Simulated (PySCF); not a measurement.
Computed with PBE-D3(BJ)/def2-TZVP (PySCF 2.14.0). Gas-phase values, no solvent. 

Reference species (SMILES): `[GaH2][Br]` (neutral, multiplicity 1).

```json
{
  "HOMO–LUMO gap": "4.10 eV",
  "HOMO": "-6.81 eV"
}
```

Changed species: `[GaH3]` (3 of 3 Br replaced by H; the reference has 2 of 3 Br replaced by H).

**Question.** Predict the effect on the HOMO–LUMO gap and HOMO.

**Answer.** the HOMO–LUMO gap rises by 0.58 eV, to 4.68 eV; the HOMO decreases by 0.53 eV, to -7.34 eV.
